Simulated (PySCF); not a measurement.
Species: C3H8AsN.
Atom-mapped SMILES: `[CH3:1]/[N:2]=[CH:3]\[CH2:4][AsH2:5]`

The computed photoelectron lines, unassigned: C 1s: 290.80 (area 1), 291.29 (area 1), 291.48 (area 1) eV; N 1s: 404.10 eV.

Method: delta-SCF UKS SCAN, pcX-2 on the ionised atom, pcseg-1 elsewhere, spin-free X2C in PySCF. Geometry: PBE0-D3(BJ)/def2-SVP, one conformer, isolated molecule.

Q: Assign the C 1s lines to atoms.

A: 290.80 eV: C4 (chain CH2 carbon); 291.29 eV: C1 (N-methyl carbon); 291.48 eV: C3 (imine carbon). The listed C 1s values span 0.68 eV, from C4 (bonded to C, 2 H and As) to C3 (bonded to N (double bond), C and H). The widest gap between neighbouring values is 0.49 eV, between 290.80 and 291.29 eV. Summing the Pauling electronegativity differences to the bonded atoms, each weighted by its formal bond order, gives -1.07 for the lowest site and +0.63 for the highest; no listed site has a larger sum than the highest.

Bonded neighbours of each site: C1: N and 3 H; N2: C (double bond) and C; C3: N (double bond), C and H; C4: C, 2 H and As.

Q: Which effective nuclear charge Zeff reproduces each element's mean 1s value in the hydrogen-like formula E = 13.606 eV × Zeff²?

A: C (Z = 6): mean 291.2 eV, Zeff = 4.63, Z − Zeff = 1.37; N (Z = 7): mean 404.1 eV, Zeff = 5.45, Z − Zeff = 1.55. Means run over the listed sites, weighted by atom count.

No level of arsenic is listed.

The run took 25 s wall on an Arm Neoverse V2 with one thread, no GPU, shared host with 96 logical CPUs at a one-minute load of 22, and the process peaked at 0.56 GiB of memory.

The values belong to the conformer `[CH3:1]/[N:2]=[CH:3]\[CH2:4][AsH2:5]`: N2–C3–C4–As5 94°, H–As5–C4–C3 44°, H–As5–C4–C3 -48°.
